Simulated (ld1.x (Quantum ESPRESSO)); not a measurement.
## lanthanum (La), TM: configuration errors across variants

La, norm-conserving Troullier–Martins (Kleinman–Bylander form), made with ld1.x (Quantum ESPRESSO) 7.5 (LDA (PZ), non-relativistic). Core [Kr] 4d10, reference 4f0 5s2 5p6 5d1 6s2 6p0. Waves: 5p (bound): rc 3.10 bohr; 5d (bound): rc 2.45 bohr; 4f (bound, empty): rc 1.30 bohr; 5s (bound): rc 1.60 bohr. Local part: the s channel. Core correction: none.

Occupied shells without a wave of their own: 6s. They enter only through the test configuration that unscreens the potential.

All-electron excitation energies from the reference (eV): (1) 4f0 5s2 5p6 5d1 6s1 6p0 5.865; (2) 4f0 5s2 5p6 5d1 6s0 6p0 16.518; (3) 4f0 5s2 5p6 5d0 6s0 6p0 36.182; (4) 4f0 5s2 5p6 5d1 6s0 6p1 8.511; (5) 4f0 5s2 5p6 5d0 6s2 6p1 3.017; (6) 4f0 5s1 5p6 5d1 6s2 6p0 41.049; (7) 4f0 5s2 5p6 5d2 6s1 6p0 0.085; (8) 4f0 5s2 5p6 5d1 6s2 6p0 spin -0.101; (9) 4f0 5s2 5p6 5d1 6s1 6p0 spin 5.462.

Spin tests fill each open shell by Hund’s rule, majority spin first.

For the base: The 6s level has no wave, so the channel is fitted at the deeper level alone: the likely source of the large errors.

On the changes marked as counting shells twice: ld1.x takes every shell without a wave as core, so the model core holds the marked electrons as well and exchange and correlation see them twice. This cancels in the reference configuration, but the file is broken for other ones, and its errors say nothing about a proper core correction.

Tests that are not counted but printed errors over 1 eV. “core correction a·sin(br)/r model core inside 1.04 bohr (6s counted twice)”: 4f0 5s2 5p6 5d2 6s1 6p0 (pseudo-atom not self-consistent, printed error -829 eV). “all radii scaled by about 1.31 (s 2.10, p 4.08, d 3.22, f 1.70 bohr)”: 4f0 5s2 5p6 5d2 6s1 6p0 (solver errors, printed error -5.5 eV).

3 further variants failed, have other tests or another functional or relativity, and are left out.

A true bound ghost makes a file unfit for plane-wave use even where its test errors are small: the radial tests pick states by their node count and pass the ghost by. Where a test does run into it, the solver fails or the error is huge.

Errors AE − PS in meV (a dash: test not solved or not reliable):

| change | (1) | (2) | (3) | (4) | (5) | (6) | (7) | (8) | (9) | bound ghosts |
| --- | --- | --- | --- | --- | --- | --- | --- | --- | --- | --- |
| base | -57 | -154 | -215 | -79 | +42 | +49 | -32 | +3.7 | -49 | p |
| wave 5p (bound): rc 3.10 bohr becomes 5p (bound): rc 3.08 bohr | -57 | -154 | -215 | -79 | +42 | +49 | -32 | +3.7 | -49 | p |
| wave 5s (bound): rc 1.60 bohr becomes 5s (bound): rc 1.40 bohr | -91 | -244 | -351 | -167 | +30 | +49 | -51 | +3.5 | -82 | p |
| core correction a·sin(br)/r model core inside 1.04 bohr (6s counted twice) | -166 | -710 | -1088 | -171 | +13 | -5.9 | – | -6.8 | -266 | p |
| wave 4f (bound): rc 1.30 bohr becomes 4f (bound): rc 1.66 bohr | -57 | -154 | -215 | -79 | +42 | +49 | -32 | +3.7 | -49 | p |
| all radii scaled by about 1.31 (s 2.10, p 4.08, d 3.22, f 1.70 bohr) | -256 | -691 | -1013 | -569 | +1.0 | +60 | – | +2.6 | -246 | p |
| wave 5d (bound): rc 2.45 bohr becomes 5d (bound): rc 1.64 bohr | -57 | -153 | -216 | -79 | +43 | +52 | -31 | +3.2 | -49 | d, p |

**Question.** Give the same row for: wave 5d (bound): rc 2.45 bohr becomes 5d (bound): rc 2.52 bohr.

**Answer.** -57, -154, -215, -79, +42, +50, -32, +3.6, -49; bound ghosts: p.
